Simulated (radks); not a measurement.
Q: The mean radii <r> (bohr) of the occupied orbitals of an atom or ion are listed with their occupations. All-electron calculation, Dirac Kohn-Sham, PBEsol, spin-unpolarised, spherical densities, finite nucleus; Fermi nuclear charge, rms radius of each element as measured or else 0.836 A^(1/3) + 0.57 fm. Program: a radial shooting solver on a logarithmic mesh with Libxc functionals.

orbital  occ.      <r>
1s1/2       2  0.01716
2s1/2       2  0.07172
2p1/2       2  0.05907
2p3/2       4  0.06750
3s1/2       2   0.1866
3p1/2       2   0.1768
3p3/2       4   0.1923
3d3/2       4   0.1676
3d5/2       6   0.1724
4s1/2       2   0.4151
4p1/2       2   0.4179
4p3/2       4   0.4519
4d3/2       4   0.4618
4d5/2       6   0.4730
5s1/2       2   0.9471
4f5/2       6   0.5116
4f7/2       8   0.5189
5p1/2       2    1.021
5p3/2       4    1.112
5d3/2       4    1.410
5d5/2       2    1.448

Name the element and its charge. Open shells, if any, fill j = l - 1/2 first.

A: Z = 78, platinum, charge +4: Pt4+ in [Xe] 4f14 5d6. The 1s radius gives Z: for a bare nucleus <r> = (2 gamma + 1)/(2Z) with gamma = sqrt(1 - (Z/c)^2), 0.01695 bohr for Z = 78, and screening makes it slightly larger (0.01716 here). The occupations add up to 74, and the charge is Z minus that.
